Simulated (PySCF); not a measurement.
# Reading the logs of faulty runs: AlC2H6N

These are calculations, not measurements. They come from PySCF 2.14.0, an open-source quantum chemistry program, on an isolated molecule that a program drew, which may never have been made. The molecule is AlC2H6N (charge 0, singlet), drawn as the SMILES string `C[CH](N)[Al]`.

Each row is a Hartree-Fock (HF) and frozen-core CCSD(T) single point in the cc-pV(D+d)Z basis, meant for a local HF minimum. Run 1 is clean. Each other run has one planted mistake out of seven kinds, and not every kind appears here: one electron removed, one electron added, multiplicity raised by two, geometry at a saddle point, minimal basis STO-3G, one bond length entered in bohr, all coordinates scaled. The reference is restricted for singlets and unrestricted otherwise, and also for a bond in bohr. Adding or removing an electron swaps singlet and doublet. Electrons count all cores. HOMO and LUMO are orbital energies over both spins, the gradient is its largest component, and the lowest frequency (negative if imaginary) is given only where the gradient is small. Bond lengths are over the 9 bonds as drawn. T1 is the CCSD diagnostic: over 0.02 (restricted) or 0.045 (unrestricted) a single reference is doubtful.

Geometry of the clean run:
```xyz
10
AlC2H6N, angstrom
C     1.1993   -0.4997    1.0470
C     1.7215   -0.6593   -0.3798
N     0.6617   -1.3020   -1.2111
Al    3.3006   -1.8757   -0.7157
H     1.9044    0.0696    1.6598
H     0.2343    0.0156    1.0604
H     1.0532   -1.4687    1.5394
H     1.8623    0.3437   -0.8018
H     0.8720   -1.2812   -2.1952
H     0.5020   -2.2654   -0.9597
```

```
run,electrons,basis functions,<S^2>,HOMO (eV),LUMO (eV),gradient (hartree/bohr),lowest frequency (cm^-1),mean bond (Å),longest bond (Å),T1,HF (hartree),CCSD(T) (hartree),mistake
1,38,95,0.000,-7.31,1.16,2.7e-05,123,1.2709,2.021,0.0149,-375.55461,-376.13394,no fault
2,38,30,0.000,-3.89,9.40,3.5e-02,-,1.2709,2.021,0.0080,-370.98479,-371.21410,minimal basis STO-3G
3,38,95,0.000,-7.41,1.05,4.2e-02,-,1.3370,2.126,0.0155,-375.53331,-376.12310,all coordinates scaled
4,38,95,2.020,-5.94,0.39,2.6e-02,-,1.2709,2.021,0.0247,-375.51036,-376.06957,?
5,37,95,0.824,-14.63,-5.38,8.5e-02,-,1.2709,2.021,0.0264,-375.32153,-375.87584,?
```

**Which mistake was planted in run 4, and what did it cost?**

Electrons, basis and geometry are unchanged, and <S^2> is 2.020, beside S(S+1) = 2.00 for a multiplicity of 3. So the mistake is: multiplicity raised by two. Subtracting run 1 and multiplying by 627.51 kcal/mol a hartree, the energy moved by 27.8 kcal/mol in HF and 40.4 kcal/mol in CCSD(T).

**Which mistake was planted in run 5, and what did it cost?**

It counts 37 electrons, one fewer than the clean run, at the same geometry and basis. So the mistake is: one electron removed. Subtracting run 1 and multiplying by 627.51 kcal/mol a hartree, the energy moved by 146.3 kcal/mol in HF and 162.0 kcal/mol in CCSD(T).

